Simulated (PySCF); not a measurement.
## Distorted geometries of Tl(OH)3

Tl(OH)3 (singlet). PySCF 2.14.0, RKS r2SCAN, Tl def2-SVP with ECP60, O def2-SVP, H def2-SVP; non-relativistic Hamiltonian with scalar-relativistic core potentials where named; density fitting; no spin-orbit coupling. Relaxed geometry:

```xyz
7

Tl    0.6562   -0.0205    0.1857
O    -0.4323   -0.0053    1.9629
H    -1.3663    0.0519    1.7036
O    -0.1660    0.0120   -1.7609
H    -1.1325   -0.0116   -1.6771
O     2.7318   -0.0525    0.1030
H     2.9390   -0.0621   -0.8460
```

Question: Order these distorted geometries by energy above the relaxed one, lowest first.
A.
```xyz
7

Tl    0.6615    0.1759    0.2629
O    -0.0977    0.1074    2.0781
H    -1.2500   -0.0086    1.6102
O    -0.5020    0.0442   -1.7053
H    -1.3547   -0.2392   -1.9512
O     2.8461   -0.0506    0.2937
H     2.9268   -0.1172   -0.9172
```
B.
```xyz
7

Tl    0.6933   -0.0081    0.1841
O    -0.5258   -0.0074    1.9109
H    -1.2840    0.0953    1.7732
O    -0.1441   -0.1602   -1.7459
H    -1.1198    0.0358   -1.7693
O     2.6879   -0.0875    0.0409
H     2.9225    0.0440   -0.7227
```
C.
```xyz
7

Tl    0.5542   -0.0319    0.1692
O    -0.4270    0.0370    2.0327
H    -1.4829    0.1611    1.7141
O     0.0014    0.0050   -1.7407
H    -1.1800    0.0537   -1.6143
O     2.7499   -0.1375    0.1317
H     3.0144   -0.1756   -1.0216
```

Answer: C (2.09 eV), B (2.63 eV), A (2.98 eV).

Question: Which forces (eV/Å) act in the one that lies 2.63 eV up?

Answer: 
```
Tl   -1.88   0.00   0.53
O    20.04  -2.64   3.39
H   -19.41   2.64  -3.94
O    -1.14   0.27  -0.27
H     1.20  -0.24   0.24
O    -2.95  -2.36  13.92
H     4.15   2.34 -13.88
```
Forces carry noise of the integration grid, about 0.01 to 0.03 eV/Å.

No frequency check is given that shows the relaxed geometry to be a minimum.
